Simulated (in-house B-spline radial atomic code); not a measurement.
Radial electron density of Tb VI (Tb5+), [Xe] 4f6. Level of theory: scalar-relativistic (X2C) TPSSh, spin-polarised, spherical fractional occupations, exact exchange averaged over the configuration, Fermi nucleus of rms radius 5.06 fm; calculated with an all-electron radial atomic-structure program (B-spline basis).

One-electron X2C: radii and densities carry no picture-change correction, so inner-shell <1/r> comes out high (for 1s by about 2 % at Z = 33, 5 % at 54, 10 % at 75, 30 % at 118) and <r> low.

Columns: r (bohr), 4πr²n(r) (electrons per bohr), bar.

```
0.000571     3.03 #
0.000701    4.099 ##
0.000862     5.54 ##
 0.00106    7.457 ###
  0.0013    9.947 ####
  0.0016    13.25 #####
 0.00196     17.4 #######
 0.00241    22.73 #########
 0.00297    29.42 ###########
 0.00364    37.25 ##############
 0.00448    46.52 ##################
  0.0055    56.61 ######################
 0.00676    67.06 #########################
 0.00831    76.76 #############################
  0.0102     84.3 ################################
  0.0125    88.36 ##################################
  0.0154    88.14 #################################
  0.0189     84.1 ################################
  0.0233    78.61 ##############################
  0.0286    76.17 #############################
  0.0351    80.78 ###############################
  0.0432    93.37 ###################################
   0.053    108.2 #########################################
  0.0652    115.8 ############################################
  0.0801    109.3 ##########################################
  0.0984    94.43 ####################################
   0.121    86.58 #################################
   0.149    94.11 ####################################
   0.183    102.7 #######################################
   0.224    91.62 ###################################
   0.276    62.84 ########################
   0.339    44.12 #################
   0.416    46.68 ##################
   0.511    51.66 ####################
   0.628    42.36 ################
   0.772    26.43 ##########
   0.949    16.36 ######
    1.17    12.07 #####
    1.43    8.487 ###
    1.76    4.308 ##
    2.16    1.434 #
    2.66   0.2832 
    3.27  0.03182 
    4.01 0.001745 
    4.93 4.339e-05
```

On this grid the curve has 4 maxima, near 0.0125, 0.0652, 0.183, 0.511 bohr.

The 4f up radial function P(r) = rR(r), positive near the nucleus:

```json
{"r (bohr)": "0.0286", "P": "0.001725"}
{"r (bohr)": "0.0432", "P": "0.007063"}
{"r (bohr)": "0.0652", "P": "0.02639"}
{"r (bohr)": "0.0984", "P": "0.08716"}
{"r (bohr)": "0.149", "P": "0.2457"}
{"r (bohr)": "0.224", "P": "0.5483"}
{"r (bohr)": "0.339", "P": "0.9463"}
{"r (bohr)": "0.511", "P": "1.179"}
{"r (bohr)": "0.772", "P": "1.021"}
{"r (bohr)": "1.17", "P": "0.6047"}
{"r (bohr)": "1.76", "P": "0.2317"}
{"r (bohr)": "2.66", "P": "0.04515"}
{"r (bohr)": "4.01", "P": "0.003182"}
```
